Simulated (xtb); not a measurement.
xtb input (GFN1-xTB):

```bash
xtb mol.xyz --gfn 1 --opt tight --chrg 0 --uhf 0
```
mol.xyz:
```
9

C     -2.16417092    -0.07391746    -0.58926350
C     -1.04227579    -0.62474299    -0.14520765
C      0.30643424    -0.25733768    -0.64844816
Cl     1.33172267     0.43689008     0.68659224
H     -2.15374398     0.70139473    -1.34671262
H     -3.13189445    -0.37862627    -0.21323418
H     -1.07212031    -1.39033370     0.62280953
H      0.25937529     0.49867175    -1.42783544
H      0.85917275    -1.12224922    -1.00957949
```

Output:

```
           -------------------------------------------------
          |                Calculation Setup                |
           -------------------------------------------------

           -------------------------------------------------
          |                 G F N 1 - x T B                 |
           -------------------------------------------------

        Reference                      10.1021/acs.jctc.7b00118
      * Hamiltonian:
        H0-scaling (s, p, d)           1.850000    2.250000    2.000000
        zeta-weighting                 0.000000
      * Dispersion:
        s8                             2.400000
        a1                             0.630000
        a2                             5.000000
        s9                             0.000000
      * Repulsion:
        kExp                           1.500000
        rExp                           1.000000
      * Coulomb:
        alpha                          2.000000
        third order                    atomic
        anisotropic                    false
      * Halogen bond correction:
        rad-scale                      1.300000
        damping                        0.440000

          ...................................................
          :                      SETUP                      :
          :.................................................:
          :  # basis functions                  32          :
          :  # atomic orbitals                  31          :
          :  # shells                           19          :
          :  # electrons                        24          :
          :  # halogen bonds                     0          :
          :  max. iterations                   250          :
          :  Hamiltonian                  GFN1-xTB          :
          :  restarted?                      false          :
          :  GBSA solvation                  false          :
          :  PC potential                    false          :
          :  electronic temp.          300.0000000     K    :
          :  accuracy                    1.0000000          :
          :  -> integral cutoff          0.2500000E+02      :
          :  -> integral neglect         0.1000000E-07      :
          :  -> SCF convergence          0.1000000E-05 Eh   :
          :  -> wf. convergence          0.2000000E-04 e    :
          :  Broyden damping             0.4000000          :
          :  net charge                          0          :
          :  unpaired electrons                  0          :
          ...................................................

 iter      E             dE          RMSdq      gap      omega  full diag
   1    -13.3834937 -0.133835E+02  0.779E+00    5.05       0.0  T
   2    -13.4038644 -0.203708E-01  0.474E+00    5.00       1.0  T
   3    -13.4033974  0.467022E-03  0.835E-01    4.83       1.0  T
   4    -13.4050896 -0.169217E-02  0.147E-01    4.93       1.0  T
   5    -13.4051928 -0.103203E-03  0.233E-02    4.96       1.4  T
   6    -13.4051942 -0.146037E-05  0.444E-03    4.95       7.5  T
   7    -13.4051943 -0.665684E-07  0.152E-03    4.95      21.9  T
[...]
           -------------------------------------------------

    * Orbital Energies and Occupations

         #    Occupation            Energy/Eh            Energy/eV
      -------------------------------------------------------------
         1        2.0000           -0.9028030             -24.5665
         2        2.0000           -0.6691562             -18.2087
         3        2.0000           -0.6446904             -17.5429
         4        2.0000           -0.6076267             -16.5344
         5        2.0000           -0.5744290             -15.6310
         6        2.0000           -0.5504077             -14.9774
         7        2.0000           -0.5462552             -14.8644
         8        2.0000           -0.5168563             -14.0644
         9        2.0000           -0.4967460             -13.5171
        10        2.0000           -0.4587856             -12.4842
        11        2.0000           -0.4523658             -12.3095
        12        2.0000           -0.4484856             -12.2039 (HOMO)
        13                         -0.2621977              -7.1348 (LUMO)
        14                         -0.1915567              -5.2125
        15                         -0.1204679              -3.2781
        16                         -0.1148141              -3.1242
        17                         -0.1019079              -2.7731
        18                         -0.0759073              -2.0655
        19                         -0.0602407              -1.6392
        20                         -0.0365484              -0.9945
        21                         -0.0345813              -0.9410
        22                         -0.0281655              -0.7664
        23                         -0.0240699              -0.6550
       ...                                ...                  ...
        31                          0.5805746              15.7982
      -------------------------------------------------------------
                  HL-Gap            0.1862879 Eh            5.0692 eV
             Fermi-level           -0.3553417 Eh           -9.6693 eV

  Mulliken/CM5 charges         n(s)   n(p)   n(d)
     1C    -0.07066 -0.17332   1.047  3.023  0.000
     2C    -0.02673 -0.08974   1.067  2.960  0.000
     3C     0.07072 -0.02871   1.039  2.891  0.000
     4Cl   -0.15759 -0.16599   1.951  5.222 -0.016
     5H     0.03357  0.08690   0.966  0.000  0.000
     6H     0.03873  0.09155   0.961  0.000  0.000
     7H     0.03628  0.09249   0.964  0.000  0.000
     8H     0.03602  0.09194   0.964  0.000  0.000
     9H     0.03965  0.09489   0.960  0.000  0.000

Wiberg/Mayer (AO) data.
largest (>0.10) Wiberg bond orders for each atom

 ---------------------------------------------------------------------------
     #   Z sym  total        # sym  WBO       # sym  WBO       # sym  WBO
 ---------------------------------------------------------------------------
     1   6 C    3.997 --     2 C    1.974     5 H    0.978     6 H    0.978
     2   6 C    3.993 --     1 C    1.974     3 C    1.038     7 H    0.971
     3   6 C    3.950 --     2 C    1.038     8 H    0.986     9 H    0.977
                             4 Cl   0.924
     4  17 Cl   1.003 --     3 C    0.924
     5   1 H    1.003 --     1 C    0.978
     6   1 H    1.005 --     1 C    0.978
     7   1 H    1.005 --     2 C    0.971
     8   1 H    1.014 --     3 C    0.986
     9   1 H    1.018 --     3 C    0.977
 ---------------------------------------------------------------------------

Topologies differ in total number of bonds
Writing topology from bond orders to xtbtopo.mol

 dipole moment from electron density (au)
     X       Y       Z
  -0.3948  -0.3089  -0.5600  total (Debye):    1.910

           -------------------------------------------------
          |                Geometry Summary                 |
           -------------------------------------------------

      molecular mass/u    :       76.5248490
   center of mass at/Å    :        0.0784822       0.0229541       0.0611524
  moments of inertia/u·Å² :        0.2390679E+02   0.1775757E+03   0.1838064E+03
rotational constants/cm⁻¹ :        0.7051398E+00   0.9493211E-01   0.9171408E-01

 * 7 selected distances

     #   Z          #   Z                                           value/Å
     1   6 C        2   6 C                                       1.3233278
     3   6 C        4  17 Cl                                      1.7869976 (max)
     1   6 C        5   1 H                                       1.0827341
     1   6 C        6   1 H                                       1.0814447 (min)
     2   6 C        7   1 H                                       1.0858930
     3   6 C        8   1 H                                       1.0913346
     3   6 C        9   1 H                                       1.0919270

 * 3 distinct bonds (by element types)

   Z      Z             #   av. dist./Å        max./Å        min./Å
   1 H    6 C           5     1.0866667     1.0919270     1.0814447
   6 C    6 C           1     1.3233278     1.3233278     1.3233278
   6 C   17 Cl          1     1.7869976     1.7869976     1.7869976

optimized geometry written to: xtbopt.xyz

           -------------------------------------------------
          | TOTAL ENERGY              -13.253128159118 Eh   |
          | GRADIENT NORM               0.000118294594 Eh/α |
          | HOMO-LUMO GAP               5.069152691809 eV   |
           -------------------------------------------------

------------------------------------------------------------------------
------------------------------------------------------------------------
 total:
 SCF:
Note: The following floating-point exceptions are signalling: IEEE_DENORMAL
normal termination of xtb
 ANC optimizer:
```
